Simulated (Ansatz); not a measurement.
Conformers and stereoisomers of `O[SiH](F)[SiH](O)F`, each relaxed with PBE0-D4/def2-TZVP in Ansatz. CBS adds the triple-zeta coupled-cluster correction to the MP2 limit.

Not all of them had a frequency check.

Conformer A:

Cartesian coordinates in Å:
```
O 1.285 -1.215 -1.143
Si 0.131 -0.056 -1.241
F -1.077 -0.531 -2.179
Si -0.734 0.350 0.915
O 0.226 1.339 1.795
F -0.787 -1.113 1.584
H 1.089 -1.999 -0.626
H 0.783 1.095 -1.906
H -2.089 0.935 1.007
H 1.174 1.195 1.794
```

Conformer B:

Cartesian coordinates in Å:
```
O -0.129 2.049 -0.050
Si -0.071 0.734 -1.028
F -1.398 0.638 -1.920
Si 0.053 -1.232 0.280
O 0.172 -0.837 1.867
F 1.347 -2.048 -0.195
H -0.771 2.061 0.662
H 1.069 0.979 -1.939
H -1.111 -2.142 0.194
H 0.839 -0.200 2.130
```

(1) Which is lowest in electronic energy at CCSD(T)/CBS (frozen core, def2 sets), and by how much? (Best estimate.)

(2) Give the energies relative to A (kJ/mol) with B3LYP-D4/def2-TZVPP, ωB97X-V/def2-TZVPP, ωB97M-V/def2-TZVPP, B2PLYP/def2-TZVPP, PBE0/def2-TZVPP, HF/CBS(def2), MP2/CBS(def2). (An estimate is asked.)

## Answers

(1) The calculation gave: A; B lies 2.5 kJ/mol higher.

(2) Computed: 
```csv
level,B
B3LYP-D4/def2-TZVPP,2.6
ωB97X-V/def2-TZVPP,2.6
ωB97M-V/def2-TZVPP,2.6
B2PLYP/def2-TZVPP,2.6
PBE0/def2-TZVPP,2.5
HF/CBS(def2),2.3
MP2/CBS(def2),2.6
```

B3LYP here is the variant with VWN-RPA as its local correlation; programs differ in this.
